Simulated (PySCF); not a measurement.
## Two-component Hartree-Fock for Al²⁺ (aluminium, charge +2)

Start: [Ne] 3p1; 3p3/2 filled at m_j = +3/2. Calculated with PySCF 2.14 in x2c-TZVPall-2c (5s6p2d1f, 40 functions): generalised Hartree-Fock with the X2C-1e Hamiltonian and a Gaussian nucleus; one run each with spin-orbit coupling (SO) switched off, then screened by Boettger's factors. This is a chosen level, not necessarily the ground level.

```
spinor shell  electrons  ε, spin-free (eV)  ε, screened SO (eV)  weight of nominal j (screened SO)  rms radius, screened SO (bohr)
       1s1/2          2            -1617.5              -1617.5                              1.000                           0.139
       2s1/2          2            -155.74              -155.75                              1.000                           0.676
       2p1/2          2            -109.55              -109.79                              0.949                           0.670
       3p3/2          1            -21.491              -21.481                              1.000                            2.79
```

**Question.** Where does 2p3/2 lie, and what is the 2p spin-orbit splitting (screened SO)?

**Answer.** At -109.44 eV, 0.352 eV above 2p1/2.

| quantity | spin-free | screened SO |
| --- | --- | --- |
| E (hartree) | -241.21724 | -241.21703 |
| M_J | 3/2 | 3/2 |
| ⟨J²⟩ | 3.750 | 3.750 |
| ⟨L²⟩ | 2.000 | 2.000 |
| ⟨S²⟩ | 0.750 | 0.750 |

Each row is a mean over spinors that exchange with the open shell spreads, by up to 0.842 eV (2p3/2).

Without spin-orbit coupling the j labels of p, d and f shells carry no meaning; the spin-free column gives the mean over the occupied spinors of each nl shell.
